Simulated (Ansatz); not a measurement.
Molecule: sum formula SiBr2Cl, charge 0, multiplicity 2. It need not be the lowest isomer of its formula. SMILES: Cl[Si](Br)Br
Structure (B3LYP-D3(BJ)/def2-TZVP (Ansatz, a program for electronic structure) minimum search):
```
Si
Cl 1 2.0607
Br 1 2.2341 2 109.41
Br 1 2.2341 2 109.41 3 120.93
```
Charge 0, spin multiplicity 2.

Computed values are from Ansatz. Cores are frozen in the correlated levels unless marked. UHF or UKS for open shells. Spin-orbit coupling is left out. Frozen are the shells of the preceding noble gas and the d and f shells that filled before the atom's block. Non-relativistic. CBS(X,Y): correlation extrapolated as X^-3; Hartree-Fock from the larger set. [CCSD(T)-MP2]/basis is that difference in the basis named.

What is the T1 diagnostic at CCSD/def2-TZVPPD?

0.014.

What is the vertical ionisation energy (to the singlet) at RI-MP2/CBS(def2-TZVPPD,def2-QZVPPD)+[CCSD(T)-MP2]/def2-TZVPPD?

8.91 eV.

What is the vertical electron affinity (to the singlet; negative means unbound) at RI-MP2/CBS(def2-TZVPPD,def2-QZVPPD)+[CCSD(T)-MP2]/def2-TZVPPD?

2.26 eV.

What is the total energy at RI-MP2/CBS(def2-TZVPPD,def2-QZVPPD)+[CCSD(T)-MP2]/def2-TZVPPD?

-5894.3095 Eh.

What is the atomisation energy De at RI-MP2/CBS(def2-TZVPPD,def2-QZVPPD)+[CCSD(T)-MP2]/def2-TZVPPD?

1032.2 kJ/mol.
